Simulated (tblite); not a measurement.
C5H15NOSi2.
Atom-mapped SMILES: `[CH3:1][CH2:2][CH2:3][CH2:4][C:5](=[O:6])[Si@H:7]([NH2:8])[SiH3:9]` (hydrogens: H10, H11, H12 on C1; H13, H14 on C2; H15, H16 on C3; H17, H18 on C4; H19 on Si7; H20, H21 on N8; H22, H23, H24 on Si9)

Computed geometry: GFN2-xTB, gas phase.

What internal coordinates does the optimisation give?

| bond | length (Å) |
| --- | --- |
| C1–C2 | 1.524 |
| C2–C3 | 1.526 |
| C3–C4 | 1.525 |
| C4–C5 | 1.509 |
| C5=O6 | 1.212 |
| C5–Si7 | 1.923 |
| Si7–N8 | 1.717 |
| Si7–Si9 | 2.314 |
| C1–H10, C1–H11, C1–H12 | 1.088 |
| C2–H13 | 1.093 |
| C2–H14 | 1.093 |
| C3–H15 | 1.092 |
| C3–H16 | 1.092 |
| C4–H17 | 1.095 |
| C4–H18 | 1.093 |
| Si7–H19 | 1.476 |
| N8–H20, N8–H21 | 1.006 |
| Si9–H22, Si9–H23, Si9–H24 | 1.467 |

Bonds in one row agree within 0.01 Å and their mean is given. A selection of angles:
| angle | degrees |
| --- | --- |
| C1–C2–C3 | 111.8 |
| C2–C3–C4 | 112.1 |
| C3–C4–C5 | 113.7 |
| C4–C5–O6 | 122.6 |
| C4–C5–Si7 | 117.4 |
| O6–C5–Si7 | 120.0 |
| C5–Si7–N8 | 101.4 |
| C5–Si7–Si9 | 111.0 |
| N8–Si7–Si9 | 116.9 |
| H20–N8–Si7 | 118.0 |
| H21–N8–Si7 | 123.1 |

Torsions: C1–C2–C3–C4 178° (antiperiplanar); C2–C3–C4–C5 178° (antiperiplanar); C3–C4–C5–O6 -7° (synperiplanar); C4–C5–Si7–N8 -165° (antiperiplanar).

Of the pairs four or more bonds apart, O6···H20 is among the closest relative to their van der Waals radii: 2.49 Å, 92 % of the sum of Bondi's values. N8 (silicon-bound nitrogen) has angles 123.1°, 118.0° and 111.4°, sum 352.5°, 0.19 Å off the plane of its three neighbours. Si7 (SiH silicon) is distorted tetrahedral (angles from 101.4° to 116.9°). Si9 (SiH3 silicon) is distorted tetrahedral (angles from 106.1° to 114.2°).

Point group: C1 (no symmetry element, even within 0.4 Å). Its lowest GFN2-xTB frequency is 13 cm⁻¹, too small to tell a flat minimum from a shallow saddle. The numbers are those of one conformer (C1–C2–C3–C4 178°, C2–C3–C4–C5 178°, C3–C4–C5–O6 -7°, C4–C5–Si7–N8 -165°, C5–Si7–N8–H -14° and -161°). 3 starts were optimised and ended at 0.00, 0.74 and 1.07 kcal/mol (GFN2-xTB); the lowest of these is shown.
